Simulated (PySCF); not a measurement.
Trend along group 13: MCl cations

PBE0 with double-zeta basis sets in PySCF, for the lowest determinant that a PBE0 search found; no spin–orbit coupling. De refers to high-spin ground-configuration atoms (the charge goes to the atom of lower measured ionisation energy or higher electron affinity, which is not always the lowest computed limit). A positive dipole points towards Cl; it is taken about the centre of mass and depends on that origin.

```
 M                        basis  charged atom  state (unpaired electrons)  Re (Å)  ωe (cm⁻¹)  De (eV)  μ (D)
 B  aug-cc-pVDZ/aug-cc-pV(D+d)Z            B+               doublet (σ ↑)   1.606       1149     4.18  -2.76
Al                     def2-SVP           Al+               doublet (σ ↑)   2.038        598     2.09  -5.87
Ga       cc-pVDZ-PP/cc-pV(D+d)Z           Ga+               doublet (σ ↑)   2.126        382     0.81  -3.11
In                   x2c-SVPall           In+               doublet (σ ↑)   2.331        325     0.77  -3.08
Tl                     def2-SVP           Tl+               doublet (π ↑)   3.187        102      n/a  -0.37
```

Question: By what factor does the bond length vary along the series?

Answer: At PBE0 it runs from 1.606 Å (BCl⁺) to 2.331 Å (InCl⁺), a factor of 1.45.

The rows differ in basis set, which adds steps of its own.

The state changes along the series, so neighbouring rows are not always alike in their bonding.

Spin–orbit coupling is left out, which matters for elements this heavy, above all for dissociation energies. For an ion De counts to the pair picked by the measured ionisation energies or electron affinities, which need not be the lowest pair at this level. States were picked by a PBE0 search and need not be the measured ground states.
